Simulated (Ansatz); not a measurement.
allene (C₃H₄), singlet, geometry from GFN2-xTB, atoms displaced at random by about 0.05 Å a coordinate; PBE/def2-SV(P) (Ansatz, an electronic-structure program).

Here is a job for Ansatz.
Ansatz 0.2 input:
```yaml
crystal:
  periodic: [false, false, false]
  atoms:
    - {symbol: C, position_ang: [0.10804451, -0.02014267, 0.05301784]}
    - {symbol: C, position_ang: [-0.02348883, -0.00562308, 1.23988840]}
    - {symbol: C, position_ang: [-0.01689250, 0.02328513, -1.21563368]}
    - {symbol: H, position_ang: [0.00433225, 0.92704282, 1.90563964]}
    - {symbol: H, position_ang: [0.02119852, -0.87499088, 1.73978603]}
    - {symbol: H, position_ang: [0.89699911, 0.03660401, -1.78072803]}
    - {symbol: H, position_ang: [-0.97171632, 0.02958347, -1.86594425]}
basis:
  gaussian:
    orbitals: def2-SV_P_.json
hamiltonian:
  xc: pbe
relax: {f_tol: 0.002}
```
The basis file holds def2-SV(P) in the JSON format of the Basis Set Exchange.

What the program printed (banner, timings and long lists left out):

```
Functional definition: PBE
674 factors; their error is unknown
mean field evaluation 1: about -3157.7038 eV, gradient 5.5e1 eV
mean field evaluation 2: about -3152.0029 eV, gradient 7.1e1 eV
mean field evaluation 4: about -3166.1448 eV, gradient 6.8e0 eV
mean field evaluation 8: about -3166.2350 eV, gradient 1.8e-1 eV
mean field -3166.23512000 eV, -116.3569945087 hartree, gradient 3.3e-5 eV, S^2 0.000000; 0 other end points of the search recorded, 0 dependent functions left out
the calculation of the forces begins
reference -3166.23514792 eV, -116.3569955349 hartree; 11, 11 occupied and 39, 39 virtual orbitals, 674 factors
relax step   1: F+E_penalty+E_count = -3166.23512000 eV  Δ(F+E_penalty+E_count) = +0.000e0 eV  max|allowed force component| = 9.758e0 eV/Å  Δτ_max = 0.0000 Å  (24 SCF iters, accepted)
these checks for a lower state are left out or cut short: starts, cluster_reference, orbital_swaps, neighbouring_geometries, increment
674 factors; their error is unknown
mean field evaluation 16: about -3166.7818 eV, gradient 1.2e1 eV
mean field -3167.21256817 eV, -116.3929150665 hartree, gradient 1.4e-5 eV, S^2 0.000000; 0 other end points of the search recorded, 0 dependent functions left out
the calculation of the forces begins
reference -3167.21259679 eV, -116.3929161183 hartree; 11, 11 occupied and 39, 39 virtual orbitals, 674 factors
relax step   2: F+E_penalty+E_count = -3167.21256817 eV  Δ(F+E_penalty+E_count) = -9.774e-1 eV  max|allowed force component| = 1.549e0 eV/Å  Δτ_max = 0.1793 Å  (34 SCF iters, accepted)
these checks for a lower state are left out or cut short: starts, cluster_reference, orbital_swaps, neighbouring_geometries, increment
674 factors; their error is unknown
mean field -3167.31649859 eV, -116.3967344388 hartree, gradient 1.1e-5 eV, S^2 0.000000; 0 other end points of the search recorded, 0 dependent functions left out
the calculation of the forces begins
reference -3167.31652728 eV, -116.3967354931 hartree; 11, 11 occupied and 39, 39 virtual orbitals, 674 factors
relax step   3: F+E_penalty+E_count = -3167.31649859 eV  Δ(F+E_penalty+E_count) = -1.039e-1 eV  max|allowed force component| = 5.925e-1 eV/Å  Δτ_max = 0.0975 Å  (27 SCF iters, accepted)
these checks for a lower state are left out or cut short: starts, cluster_reference, orbital_swaps, neighbouring_geometries, increment
674 factors; their error is unknown
mean field evaluation 32: about -3167.3284 eV, gradient 1.4e-1 eV
[...]
relax step   4: F+E_penalty+E_count = -3167.30145402 eV  Δ(F+E_penalty+E_count) = +1.504e-2 eV  max|allowed force component| = 3.594e-1 eV/Å  Δτ_max = 0.1997 Å  (25 SCF iters, rejected (line search))
relax step   5: F+E_penalty+E_count = -3167.39830176 eV  Δ(F+E_penalty+E_count) = -8.180e-2 eV  max|allowed force component| = 1.244e-1 eV/Å  Δτ_max = 0.0998 Å  (27 SCF iters, accepted)
relax step   6: F+E_penalty+E_count = -3167.39947221 eV  Δ(F+E_penalty+E_count) = -1.170e-3 eV  max|allowed force component| = 1.104e-2 eV/Å  Δτ_max = 0.0106 Å  (28 SCF iters, accepted)
[...]
674 factors; their error is unknown
mean field -3167.39950513 eV, -116.3997848729 hartree, gradient 1.7e-5 eV, S^2 0.000000; 0 other end points of the search recorded, 0 dependent functions left out
the calculation of the forces begins
reference -3167.39953384 eV, -116.3997859280 hartree; 11, 11 occupied and 39, 39 virtual orbitals, 674 factors
relax step   7: F+E_penalty+E_count = -3167.39950513 eV  Δ(F+E_penalty+E_count) = -3.292e-5 eV  max|allowed force component| = 8.962e-3 eV/Å  Δτ_max = 0.0026 Å  (20 SCF iters, accepted)
these checks for a lower state are left out or cut short: starts, cluster_reference, orbital_swaps, neighbouring_geometries, increment
674 factors; their error is unknown
mean field -3167.39950940 eV, -116.3997850299 hartree, gradient 3.2e-6 eV, S^2 0.000000; 0 other end points of the search recorded, 0 dependent functions left out
the calculation of the forces begins
reference -3167.39953811 eV, -116.3997860850 hartree; 11, 11 occupied and 39, 39 virtual orbitals, 674 factors
relax step   8: F+E_penalty+E_count = -3167.39950940 eV  Δ(F+E_penalty+E_count) = -4.273e-6 eV  max|allowed force component| = 4.831e-4 eV/Å  Δτ_max = 0.0007 Å  (20 SCF iters, accepted)
674 factors; their error is unknown
mean field evaluation 64: about -3167.4260 eV, gradient 1.7e-1 eV
mean field -3167.39950940 eV, -116.3997850299 hartree, gradient 3.0e-6 eV, S^2 0.000000; 1 other end points of the search recorded, 0 dependent functions left out
the calculation of the forces begins
reference -3167.39953811 eV, -116.3997860850 hartree; 11, 11 occupied and 39, 39 virtual orbitals, 674 factors
Total energy: -3167.39953811 eV, -116.3997860850 hartree
Atom 0 at     0.002648     0.016530     0.010861 Å, force    -0.000024     0.000034     0.000009 eV/Å
Atom 1 at     0.009715     0.000428     1.328483 Å, force    -0.000081    -0.000072     0.000483 eV/Å
Atom 2 at    -0.004425     0.032642    -1.306762 Å, force    -0.000053     0.000019    -0.000380 eV/Å
Atom 3 at     0.010173     0.937499     1.917737 Å, force    -0.000209     0.000086    -0.000001 eV/Å
Atom 4 at     0.015419    -0.950761     1.894637 Å, force     0.000281    -0.000042    -0.000032 eV/Å
Atom 5 at     0.936655     0.042579    -1.889496 Å, force     0.000233    -0.000256    -0.000081 eV/Å
Atom 6 at    -0.951709     0.036842    -1.879434 Å, force    -0.000147     0.000232     0.000001 eV/Å
Dipole moment:    -0.000006     0.000003    -0.000000 e Å
```
